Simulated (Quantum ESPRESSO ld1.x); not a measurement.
The numbers below are computed, except where a source is named.
Task: Coherent X-ray form factor from a spherical all-electron density. Code: ld1.x of Quantum ESPRESSO 7.5. Model: scalar-relativistic Kohn-Sham, LDA (Slater exchange, VWN5 correlation), spin-unpolarised, spherical densities, point nucleus.

| sin(theta)/lambda (1/angstrom) | f0 (electrons) |
|---|---|
| 0.05 | 66.515 |
| 0.1 | 65.113 |
| 0.15 | 62.938 |
| 0.2 | 60.195 |
| 0.25 | 57.108 |
| 0.3 | 53.880 |
| 0.4 | 47.602 |
| 0.5 | 42.061 |
| 0.6 | 37.363 |
| 0.8 | 29.962 |
| 1 | 24.514 |
| 1.25 | 19.871 |
| 1.5 | 16.968 |
| 2 | 13.416 |

The species is in the configuration that NIST lists as its ground one. Which atom or ion scatters so?

Result: The hafnium ion Hf5+, [Xe] 4f13. Extrapolating in s^2 from the first two rows gives f0(0) = 67.0, near the electron count 67; among species with that count, the fall with angle is slower the higher Z, and the table is that of Z = 72; from so few rows the species is fixed only to a neighbour or two.
